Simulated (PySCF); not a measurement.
**Radial density of Sm⁴⁰⁺ (samarium, charge +40)**

PBEsol, [Ar] 3d4, high-spin 5D determinant. All numbers are calculated (PySCF 2.14, no relativity, point nucleus, in an uncontracted even-tempered set (16 s from 7.7 bohr⁻², ratio 2.5; 11 p from 10 bohr⁻², ratio 2.5; 7 d from 10 bohr⁻², ratio 2.5; 4 f from 37 bohr⁻², ratio 2.7; 3 g from 55 bohr⁻², ratio 2.7)).

```csv
r (bohr),4πr²ρ (e/bohr),4πr²(ρα − ρβ)
0.000479,0.4587,0.0000
0.000805,1.246,-0.0001
0.00135,3.294,-0.0002
0.00228,8.312,-0.0004
0.00383,19.40,-0.0010
0.00644,39.77,-0.0019
0.0108,65.83,-0.0028
0.0182,78.77,0.0030
0.0307,70.76,0.0966
0.0516,86.86,1.0465
0.0867,93.86,6.6016
0.146,55.05,18.6749
0.245,56.26,14.9400
0.413,7.445,1.5369
0.694,0.04752,0.0094
```

A non-relativistic calculation at this Z misses sizeable relativistic shifts. Spin-orbit coupling is strong in this species (close to jj coupling), so the high-spin LS determinant is a model state, not a physical level.

Where is the radial spin density 4πr²(ρα − ρβ) most negative, and why is it negative at all?

Around r = 0.0108 bohr, down to -0.0028 e/bohr: exchange with the open shell polarises the paired shells in an unrestricted calculation.
